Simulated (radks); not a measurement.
Ga3+, configuration [Ar] 3d10.

Method: non-relativistic Kohn-Sham, LDA (Slater exchange, Perdew-Wang correlation), spin-unpolarised, spherical densities, point nucleus; computed with a radial shooting solver on a logarithmic mesh with Libxc functionals.

Energy parts (Ry):
part                       energy
total                 -3839.39696
kinetic                3835.64932
electron-nucleus      -9128.37130
Hartree                1595.59053
exchange-correlation   -142.26551

Orbitals (lengths in bohr, moments of r in powers of bohr; <r^-3> diverges for s and p1/2; r(max) is where P^2 peaks):
| orbital | occ. | eigenvalue (Ry) | <r^2> | <r^-3> | <r> | r(max) |
|---|---|---|---|---|---|---|
| 1s | 2 | -742.8382 | 0.003282 | - | 0.04950 | 0.03266 |
| 2s | 2 | -92.84720 | 0.05802 | - | 0.2219 | 0.1861 |
| 2p | 6 | -82.63713 | 0.04530 | 843.1 | 0.1924 | 0.1479 |
| 3s | 2 | -12.94544 | 0.5090 | - | 0.6639 | 0.5743 |
| 3p | 6 | -9.63040 | 0.5518 | 111.0 | 0.6841 | 0.5708 |
| 3d | 10 | -3.91122 | 0.7863 | 12.01 | 0.7837 | 0.5297 |

The highest occupied level is 3d at -53.215 eV. For comparison, the ionisation energy in NIST's Atomic Spectra Database is 63.24 eV (measured). In exact Kohn-Sham theory the highest level is minus the ionisation energy, but local and semilocal functionals leave it too shallow, through self-interaction and a potential that decays too fast; potentials with the right tail come closer. The electron density at the nucleus is 2.032e+04 e/bohr^3. The density falls to 0.001 e/bohr^3 at r = 2.57 bohr. Virial ratio -V/T = 2.00098. Summed over all electrons, <r^2> = 12.59 bohr^2, which gives a Langevin (diamagnetic) susceptibility term of -9.97 x 10^-6 cm^3/mol.
